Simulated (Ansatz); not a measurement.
Species: C10H10Si, SMILES `c1cc([SiH3])cc2-c(ccc2)c1` (charge 0, multiplicity 1), formula C₁₀H₁₀Si.

Task: How many basis functions does frozen-core CCSD(T)/cc-pVDZ // PBE0-D3(BJ)/def2-SVP run with Ansatz (a first-principles code) use, how many core orbitals are frozen, and how many electrons are correlated?

Result: 208 basis functions and 15 frozen orbitals, which leaves 54 correlated electrons. Core time is of the order of minutes.
